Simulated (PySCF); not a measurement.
Trends in electronic spectra. The calculation used TDDFT CAM-B3LYP/def2-SVPD, vertical, gas phase, core orbitals frozen in the response, def2 core potentials past Kr in PySCF 2.14.0, density-fitted response routines. Geometries: PBE0-D3(BJ)/def2-SVP; one conformer of each isolated species. Triplets are in the Tamm–Dancoff approximation. Atoms past krypton carry core potentials; spin–orbit coupling is left out.

Question: Rank by computed lowest singlet excitation energy, highest first.
A. `[H][Sn][H]`
B. `CC(=O)c1cccc(F)c1`
C. `CCCCOC=O`
D. `[CH3][Cu]<-[PH3]`

Answer: C (5.89 eV), D (4.39 eV), B (3.97 eV), A (2.30 eV).

```tsv
SMILES	S1 (eV)	HOMO (eV)	f (S1)	T1 (eV)	gap (eV)	α (au)	S1 mainly
CCCCOC=O	5.89	-9.84	0.002	5.33	11.01	70.0	H→L (96%)
[CH3][Cu]<-[PH3]	4.39	-7.12	0.043	3.98	7.46	68.5	H→L/L+1 (≥93%)
CC(=O)c1cccc(F)c1	3.97	-8.75	0.000	3.47	7.87	95.3	H-1→L (88%)
[H][Sn][H]	2.30	-7.84	0.012	1.38	5.82	48.2	H→L (99%)
```

H and L stand for HOMO and LUMO. A slash joins orbitals within 0.01 eV of each other, whose weights are summed (≥ marks a lower bound).
